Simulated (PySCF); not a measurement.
Two species compared at the same levels of theory.

First species: C8H15P.
InChI=1S/C8H15P/c1-6-9(5,7-2)8(3)4/h1,7-8H,2-5H3/t9-/m0/s1

Second species: CH6O2Si.
SMILES: `C[SiH](O)O`

Levels: PBE0/pcSseg-1 for dipole moment, HOMO energy, LUMO energy and HOMO–LUMO gap; GFN2-xTB for rotational constant A and rotational constant C. Geometries: GFN2-xTB. All species are isolated and taken at one optimised geometry, non-relativistic unless stated; the electronic structure was computed with PySCF and density fitting.

Dipoles, sizes and rotational constants follow the conformer. The torsions of the flexible species, by atom-mapped SMILES:
- `[CH:1]#[C:2][P@@:3]([CH3:4])(=[CH:5][CH3:6])[CH:7]([CH3:8])[CH3:9]`: C1–C2–P3–C4 -122°, C2–P3–C7–C8 169°
- `[CH3:1][SiH:2]([OH:3])[OH:4]`: H–O3–Si2–C1 149°, H–O4–Si2–C1 56°

Task: Which of the two has the higher dipole moment, and by how much?

Result: The first: 2.14 D against 1.59 D, a difference of 0.55 D.

Task: Which of the two has the higher HOMO energy, and by how much?

Result: The first: -5.00 eV against -8.13 eV, a difference of 3.13 eV.

Task: Which has the higher rotational constant A?

Result: The second: 6.947 GHz against 1.331 GHz, a difference of 5.616 GHz.

Task: Which has the higher HOMO–LUMO gap?

Result: The second: 9.30 eV against 4.84 eV, a difference of 4.46 eV.

Task: Which of the two has the higher rotational constant C, and by how much?

Result: The second: 3.668 GHz against 0.943 GHz, a difference of 2.725 GHz.

Task: Which has the higher LUMO energy?

Result: The second: 1.17 eV against -0.16 eV, a difference of 1.33 eV.

On the first: The dipole matches unit charges of opposite sign 0.45 Å apart (1 e·Å = 4.8032 D).

On the second: In atomic units the dipole is 0.63 e·bohr (1 au = 2.5417 D).
